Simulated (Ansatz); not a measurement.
Relaxation of CH6AlNS (10 atoms, charge 0, multiplicity 1), to a largest force component of 0.03 eV/Å in at most 50 steps.

The calculation used UKS PBE/def2-SVP in Ansatz 0.2.0.

```xyz
10
Properties=species:S:1:pos:R:3
Al -0.900 -0.896 0.231
N 0.598 1.244 -1.622
S -2.001 -1.091 -1.473
H -0.230 0.814 -2.058
C 0.026 -0.855 1.947
H 0.473 2.264 -1.650
H 1.400 1.048 -2.235
H 0.581 -1.799 2.122
H -0.695 -0.715 2.776
H 0.748 -0.014 1.962
```

Problem. Where does it end, and by what steps?

Solution. The run converged. The force dipped under the threshold on the way, but the program's further checks kept it going. After 22 steps the energy has fallen by 0.807 eV; H8 moved furthest, 1.09 Å. Joined: Al1–N2.

```tsv
step	energy less start (eV)	largest force component (eV/Å)	accepted
0	0.0000	0.384	yes
1	-0.1884	0.461	yes
2	-0.4625	0.521	yes
3	-0.6791	0.447	yes
4	-0.7100	0.869	yes
5	-0.7816	0.275	yes
6	-0.7887	0.198	yes
7	-0.7938	0.098	yes
8	-0.7947	0.040	yes
9	-0.7952	0.031	yes
10	-0.7957	0.068	yes
11	-0.7964	0.085	yes
12	-0.7972	0.132	yes
13	-0.7984	0.131	yes
14	-0.7989	0.207	yes
15	-0.8015	0.121	yes
16	-0.8037	0.009	yes
17	-0.8048	0.079	yes
18	-0.8054	0.087	yes
19	-0.8060	0.048	yes
20	-0.8064	0.017	yes
21	-0.8064	0.040	yes
22	-0.8066	0.023	yes
```

```xyz
10
Properties=species:S:1:pos:R:3
Al -0.811 -0.430 -0.124
N 0.436 0.768 -1.309
S -2.388 -0.882 -1.367
H -0.137 0.754 -2.174
C 0.104 -0.565 1.613
H 0.557 1.752 -1.022
H 1.373 0.400 -1.537
H 1.098 -1.057 1.521
H -0.501 -1.170 2.319
H 0.269 0.430 2.080
```

Whether the end is a true minimum wasn't checked by a vibrational analysis.

Run time: 42 s on 2 threads of Intel(R) Xeon(R) Platinum 8488C (Sapphire Rapids) (shared host), peak memory 0.2 GiB.
